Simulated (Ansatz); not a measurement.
SiH4Cl2F2, closed shell: at a first-order saddle point.

Input (in.yaml):

```yaml
crystal:
  periodic: [false, false, false]
  atoms:
    - {symbol: Si, position_ang: [-0.933086, 0.506258, -0.319282]}
    - {symbol: Cl, position_ang: [1.350579, 0.656091, -0.662121]}
    - {symbol: H, position_ang: [-1.623271, -0.468417, -1.176982]}
    - {symbol: H, position_ang: [-1.426977, 1.215426, 0.869946]}
    - {symbol: Cl, position_ang: [-1.098791, 2.149317, -1.654996]}
    - {symbol: H, position_ang: [0.710258, -1.331078, 1.013877]}
    - {symbol: F, position_ang: [-0.479681, -0.860565, 0.762710]}
    - {symbol: H, position_ang: [1.773181, -0.434672, 0.178603]}
    - {symbol: F, position_ang: [1.727888, -1.432360, 0.988345]}
basis:
  gaussian: {orbitals: def2-TZVPP}
hamiltonian: {xc: {name: CAM-B3LYP}, dispersion: d4}
```

Launched with

```bash
ansatz run in.yaml --threads 8 --pin off --events-out ev --progress --plain --max-ram 19148MiB
```

What Ansatz 0.2.0 printed:

```
Functional definition: CAM-B3LYP
  name "CAM-B3LYP"
  cite "Yanai, Tew & Handy, Chem. Phys. Lett. 393, 51 (2004) doi:10.1016/j.cplett.2004.06.011"
  cite "Iikura, Tsuneda, Yanai & Hirao, J. Chem. Phys. 115, 3540 (2001) doi:10.1063/1.1383587"
  cite "Becke, Phys. Rev. A 38, 3098 (1988) doi:10.1103/PhysRevA.38.3098"
  cite "Lee, Yang & Parr, Phys. Rev. B 37, 785 (1988) doi:10.1103/PhysRevB.37.785"
  cite "Vosko, Wilk & Nusair, Can. J. Phys. 58, 1200 (1980) doi:10.1139/p80-159"
  parameter alpha = 0.19
  parameter beta = 0.46
  parameter omega = 0.33/bohr
  parameter ac = 0.81
  # Exact exchange under (alpha + beta erf(omega r))/r, Becke's under what is left of 1/r.
  exchange = (1 - alpha - beta)*b88_x + beta*b88_x_sr(omega) + alpha*exact_x + beta*exact_x_lr(omega)
  correlation = (1 - ac)*vwn5_c + ac*lyp_c
1465 factors; their error is unknown
290 factors; integrals over basis functions are off by at most 1.0e-5 eV
mean field evaluation 1: about -38424.7391 eV, gradient 4.2e1 eV
mean field evaluation 2: about -38423.8701 eV, gradient 5.2e1 eV
mean field evaluation 4: about -38427.3239 eV, gradient 1.5e0 eV
mean field evaluation 8: about -38427.3267 eV, gradient 2.8e-2 eV
mean field evaluation 16: about -38427.3932 eV, gradient 3.4e-5 eV
mean field -38427.39322801 eV, -1412.1806541067 hartree, gradient 3.4e-5 eV, S^2 0.000000; 0 other end points of the search recorded, 0 dependent functions left out
reference -38427.39335394 eV, -1412.1806587346 hartree; 35, 35 occupied and 209, 209 virtual orbitals, 1465 factors
Total energy: -38427.57770027 eV, -1412.1874333373 hartree
```

The lines “mean field evaluation” count trial sets of orbitals through the whole run, from several starts and some on an approximate energy, so they need not fall steadily or lie above the final value.

The run took 11 s on 8 CPU threads of an Intel Xeon (shared host), with 0.63 GiB of host memory at its peak.
